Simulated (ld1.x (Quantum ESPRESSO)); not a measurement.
## An all-electron radial function and its pseudo partner (S (Z = 16))

Columns: radius, all-electron u(r) and pseudo u(r) of the 3p shell (level -6.98 eV) of sulfur in the configuration [Ne] 3s2 3p4; Wu–Cohen, scalar-relativistic, ultrasoft scheme, ld1.x (Quantum ESPRESSO) 7.5.

```
r (bohr)  all-electron   pseudo
   0.085        0.1316  -0.0076
   0.170        0.2784  -0.0299
   0.255        0.3317  -0.0657
   0.340        0.3009  -0.1132
   0.425        0.2154  -0.1699
   0.510        0.1013  -0.2329
   0.595       -0.0233  -0.2994
   0.680       -0.1465  -0.3664
   0.765       -0.2612  -0.4313
   0.850       -0.3639  -0.4919
   0.935       -0.4529  -0.5465
   1.020       -0.5280  -0.5940
   1.105       -0.5896  -0.6339
   1.190       -0.6383  -0.6661
   1.275       -0.6752  -0.6911
   1.360       -0.7015  -0.7093
   1.445       -0.7186  -0.7215
   1.530       -0.7276  -0.7282
   1.615       -0.7298  -0.7298
   1.700       -0.7263  -0.7263
   1.785       -0.7182  -0.7182
   1.870       -0.7062  -0.7062
   1.955       -0.6911  -0.6911
   2.040       -0.6736  -0.6736
   2.125       -0.6543  -0.6543
   2.210       -0.6336  -0.6336
```

(1) How many radial nodes do the two functions have?

(2) At about which radius was the pseudo-wave matched?

(3) Is the pseudo-wave norm-conserving?

Answers

(1) The all-electron 3p function has n − l − 1 = 1; the pseudo-wave has 0, since the states of the same l below it are removed with the core.

(2) 1.65 bohr, where the columns begin to agree (steps of 0.09 bohr).

(3) No, it belongs to an ultrasoft set: the norm inside the radius is not constrained, and the difference is carried by the augmentation charge.
